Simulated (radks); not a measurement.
Spherical jellium clusters: N electrons in a uniform positive sphere of charge N and radius rs N^(1/3), rs = 5.49 bohr. Method: non-relativistic Kohn-Sham, LDA (Slater exchange, Perdew-Wang correlation), spin-polarised, spherical densities; computed with a radial shooting solver with Libxc functionals. Levels are named by radial order and angular momentum (1s, 1p, 1d, 2s, ...), and open shells are averaged over m. Each electron was tried in the lowest free levels, single moves between levels near the top were tried too, and the lowest total energy was kept; such a search can miss a lower state. Energies include the self-energy of the background; IP and EA are vertical (highest electron removed, lowest free level filled), at fixed background; spill-out counts the electrons outside the background radius R, and alpha is the static dipole polarisability from linear response (closed shells only). A dash means not computed or, for alpha, an open shell; in EA it means that no bound solution was reached, which is typical of self-interaction and does not show that the anion is unstable. Real open-shell clusters deform, which this model forbids.

N,open shells,2S,E/N (eV),E(N+1) + E(N-1) - 2E(N) (eV),IP (eV),spill-out (e),alpha/R^3
1,"1s(up 1, down 0)",1,-1.358,-,-,0.28,-
2,none,0,-1.631,0.642,4.114,0.42,1.412
3,"1p(up 1, down 0)",1,-1.508,-0.440,3.195,0.65,-
4,"1p(up 2, down 0)",2,-1.556,-0.279,3.519,0.78,-
5,"1p(up 3, down 0)",3,-1.641,0.238,3.684,0.87,-
6,"1p(up 3, down 1)",2,-1.658,-0.231,3.353,0.99,-
7,"1p(up 3, down 2)",1,-1.703,-0.162,3.524,1.08,-
8,none,0,-1.757,0.675,3.630,1.16,1.290
9,"1d(up 1, down 0)",1,-1.724,-0.169,2.906,1.29,-
10,"1d(up 2, down 0)",2,-1.715,-0.140,3.048,1.39,-
11,"1d(up 3, down 0)",3,-1.720,-0.116,3.158,1.48,-
12,"1d(up 4, down 0)",4,-1.733,-0.098,3.244,1.56,-
13,"1d(up 5, down 0)",5,-1.753,0.242,3.313,1.63,-
14,"1d(up 5, down 1)",4,-1.752,-0.109,3.044,1.72,-
15,"1d(up 5, down 2)",3,-1.758,-0.092,3.134,1.80,-
16,"1d(up 5, down 3)",2,-1.770,-0.079,3.207,1.87,-
17,"1d(up 5, down 4)",1,-1.785,-0.069,3.267,1.94,-
18,none,0,-1.802,0.146,3.318,2.00,1.222
19,"2s(up 1, down 0)",1,-1.809,0.179,3.155,2.12,-
20,none,0,-1.807,0.114,2.970,2.29,1.242
21,"1f(up 1, down 0)",1,-1.800,-0.074,2.860,2.36,-
22,"1f(up 2, down 0)",2,-1.796,-0.066,2.920,2.42,-
23,"1f(up 3, down 0)",3,-1.796,-0.060,2.972,2.48,-
24,"1f(up 4, down 0)",4,-1.798,-0.055,3.018,2.53,-
25,"1f(up 5, down 0)",5,-1.803,-0.050,3.060,2.58,-
26,"1f(up 6, down 0)",6,-1.809,-,3.097,2.63,-

All shells are closed at N = 2, 8, 18, 20 (there: 1s2 1p6 1d10 2s2); the second difference of the energy has clear peaks (12 % above both neighbours; the first and last values, which can be the largest, are not judged, and half-filled shells can peak too) at N = 5, 8, 13, 19.
